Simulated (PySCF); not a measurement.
Molecule: SMILES C[SiH](C)C#C[SiH3] (C₄H₁₀Si₂). Atoms near the plane z = 1.5 Å, at the GFN2-xTB optimised geometry (x, y, z in Å): Si1 (-0.5, -0.3, 0.0), C2 (-1.1, -1.2, 1.5), C3 (-1.4, -1.7, 2.5), H7 (-1.0, 1.1, 0.0), H9 (1.0, -0.3, 0.0).

Computed with PySCF with B3LYP/def2-TZVP. Cells within 0.4 Å of a nucleus heavier than hydrogen are left out (blank, or x). The values are rescaled to run from 0 to 1.

```
|22222222222222222222222222222|
|22222222222222222222222222222|
|22222222222222222222222222222|
|22222222222222222222222222222|
|22222222222222222222222222222|
|22222222222222222222222222222|
|22222222222222222222222222222|
|22222222222222222222222222222|
|22222222221111122222222222222|
|22222222111111111222222222222|
|22222211111111111122222222222|
|22222111111111111112222222222|
|22222111111100111112222222222|
|22221111111100011111222222222|
|22221111111110001111222222222|
|22211111112221101111222222222|
|22211110013432111111222222222|
|22211110039842111111222222222|
|221111112xxx31111111222222222|
|221111237xxx00111111222222222|
|221112259xx200111112222222222|
|22111124785201111112222222222|
|22111123443211111122222222222|
|22111112222111111222222222222|
|22211111111111112222222222222|
|22211111111111122222222222222|
|22221111111112222222222222222|
|22222111111122222222222222222|
|22222221122222222222222222222|
```
Scale: ten equal steps from 0.000 (start of '0') to 1.00 (end of '9'), in the order '0123456789'; x runs from -3.50 to 3.50, y from -3.50 (bottom) to 3.50 (top).

Problem. Which quantity is mapped?
(A) log10 of the electron density
(B) an orbital amplitude
(C) electron localisation function
(D) deformation density (molecule minus spherical neutral atoms)

Solution. D, deformation density (molecule minus spherical neutral atoms). In full: deformation density (molecule minus spherical neutral atoms) (e/bohr³).
